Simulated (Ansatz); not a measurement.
Steps of a relaxation of C$_{2}$H$_{7}$NSi (`CN(C)[SiH]`) with RKS PBE-D4/def2-SVP.

```sh
$ ansatz run in.yaml --threads 4 --pin off --events-out ev --progress --plain --max-ram 10444MiB
```

```yaml
crystal:
  periodic: [false, false, false]
  atoms:
    - {symbol: C, position_ang: [-0.327200, 1.245500, -0.342800]}
    - {symbol: N, position_ang: [0.005200, -0.127800, -0.438800]}
    - {symbol: C, position_ang: [0.552400, -0.531100, 0.837700]}
    - {symbol: Si, position_ang: [-0.826400, -1.229500, -1.396800]}
    - {symbol: H, position_ang: [-0.624600, 1.686600, -1.361000]}
    - {symbol: H, position_ang: [0.449500, 1.922000, 0.020900]}
    - {symbol: H, position_ang: [-1.215500, 1.435000, 0.305900]}
    - {symbol: H, position_ang: [1.401900, 0.184200, 1.172100]}
    - {symbol: H, position_ang: [1.075900, -1.495900, 0.821600]}
    - {symbol: H, position_ang: [-0.179300, -0.587100, 1.657000]}
    - {symbol: H, position_ang: [-0.246600, -2.559000, -1.255100]}
basis:
  gaussian: {orbitals: def2-SVP}
hamiltonian: {xc: pbe, dispersion: d4}
relax: {f_tol: 0.03, max_steps: 200}
```

Positions (Å) and forces (eV/Å) along the path, 7 of 7 steps:

```xyz
11
step=1 energy=-11540.0869 eV
C    -0.327    1.246   -0.343   -2.003    2.027   -1.989
N     0.005   -0.128   -0.439    1.289   -0.403    2.250
C     0.552   -0.531    0.838    2.528    0.425    0.869
Si   -0.826   -1.230   -1.397   -2.518    0.708   -3.069
H    -0.625    1.687   -1.361    0.214   -0.603    0.856
H     0.450    1.922    0.021    0.824   -0.100    0.274
H    -1.216    1.435    0.306    0.053   -0.078    0.143
H     1.402    0.184    1.172   -1.043   -0.528   -0.246
H     1.076   -1.496    0.822   -0.114   -0.519   -0.342
H    -0.179   -0.587    1.657   -0.388    0.221    0.219
H    -0.247   -2.559   -1.255    1.158   -1.149    1.036
11
step=2 energy=-11540.7888 eV
C    -0.371    1.273   -0.358   -0.642    1.039   -0.537
N    -0.065   -0.131   -0.391    0.424   -0.545    0.909
C     0.577   -0.569    0.848    0.784    0.285    0.285
Si   -0.819   -1.171   -1.544   -0.239   -0.213   -1.003
H    -0.651    1.662   -1.374    0.051   -0.290    0.350
H     0.481    1.893   -0.009    0.176   -0.114    0.019
H    -1.230    1.503    0.317    0.092    0.005    0.059
H     1.390    0.148    1.167   -0.357   -0.237   -0.228
H     1.055   -1.565    0.765   -0.218    0.004   -0.205
H    -0.145   -0.604    1.691   -0.109    0.012    0.089
H    -0.157   -2.497   -1.091    0.037    0.053    0.261
11
step=3 energy=-11540.8895 eV
C    -0.404    1.290   -0.354    0.138    0.159    0.229
N    -0.121   -0.140   -0.343   -0.028   -0.264   -0.421
C     0.580   -0.581    0.865   -0.288   -0.051   -0.057
Si   -0.699   -1.142   -1.690    0.465   -0.173    0.767
H    -0.699    1.625   -1.366   -0.096   -0.040   -0.047
H     0.501    1.871   -0.050   -0.121   -0.041   -0.071
H    -1.223    1.560    0.356    0.083   -0.010   -0.020
H     1.395    0.125    1.131    0.072    0.018   -0.059
H     1.009   -1.593    0.721   -0.115    0.108    0.016
H    -0.118   -0.609    1.736    0.072   -0.017    0.018
H    -0.154   -2.463   -0.985   -0.184    0.311   -0.354
11
step=4 energy=-11540.9463 eV
C    -0.418    1.294   -0.350    0.029    0.104    0.084
N    -0.119   -0.134   -0.340    0.043   -0.114   -0.012
C     0.547   -0.589    0.877   -0.053    0.064    0.026
Si   -0.597   -1.132   -1.698    0.054   -0.051    0.025
H    -0.825    1.600   -1.337    0.010   -0.069    0.073
H     0.497    1.899   -0.146   -0.042   -0.050   -0.040
H    -1.167    1.565    0.432    0.043   -0.033   -0.014
H     1.467    0.006    1.082    0.015    0.013   -0.049
H     0.827   -1.656    0.775   -0.041    0.090    0.034
H    -0.111   -0.476    1.770   -0.010    0.007   -0.026
H    -0.036   -2.434   -1.045   -0.049    0.039   -0.101
11
step=5 energy=-11540.9573 eV
C    -0.415    1.284   -0.342   -0.011   -0.051   -0.013
N    -0.114   -0.147   -0.332    0.009    0.071    0.047
C     0.532   -0.579    0.901   -0.003   -0.039   -0.045
Si   -0.556   -1.105   -1.728    0.018   -0.082   -0.023
H    -0.899    1.552   -1.302   -0.004    0.049    0.025
H     0.511    1.895   -0.230   -0.020   -0.024    0.008
H    -1.103    1.560    0.490    0.026   -0.005   -0.013
H     1.472   -0.008    1.083   -0.009   -0.006   -0.006
H     0.775   -1.656    0.842   -0.002    0.008    0.018
H    -0.128   -0.410    1.784    0.004    0.014   -0.018
H    -0.010   -2.442   -1.144   -0.007    0.065    0.020
11
step=6 energy=-11540.9589 eV
C    -0.418    1.282   -0.339    0.012   -0.036   -0.048
N    -0.118   -0.148   -0.347    0.029    0.056    0.089
C     0.526   -0.579    0.888   -0.028   -0.004   -0.006
Si   -0.534   -1.121   -1.742   -0.018   -0.004    0.004
H    -0.909    1.578   -1.287    0.001   -0.013    0.007
H     0.511    1.886   -0.222   -0.008    0.001    0.004
H    -1.094    1.548    0.507    0.005   -0.012   -0.012
H     1.473   -0.018    1.061   -0.002   -0.004   -0.004
H     0.756   -1.659    0.848   -0.008    0.004   -0.019
H    -0.131   -0.387    1.768    0.008    0.004    0.003
H     0.003   -2.438   -1.114    0.009    0.009   -0.018
11
step=7 energy=-11540.9597 eV
C    -0.419    1.282   -0.340    0.000   -0.005    0.005
N    -0.117   -0.146   -0.340   -0.005   -0.001   -0.010
C     0.526   -0.580    0.892    0.003    0.002   -0.002
Si   -0.540   -1.116   -1.736   -0.002    0.002   -0.004
H    -0.909    1.569   -1.291    0.002    0.000   -0.001
H     0.508    1.889   -0.224    0.000    0.003   -0.001
H    -1.098    1.550    0.501   -0.002    0.003    0.001
H     1.480   -0.029    1.060    0.004   -0.002    0.004
H     0.745   -1.663    0.849   -0.001    0.001    0.001
H    -0.124   -0.380    1.775    0.000    0.000    0.006
H     0.013   -2.433   -1.125    0.002   -0.002    0.002
```

It took 6.5 s on 4 threads of an Arm Neoverse V2 on a shared host, with 0.13 GiB of host memory at the peak.
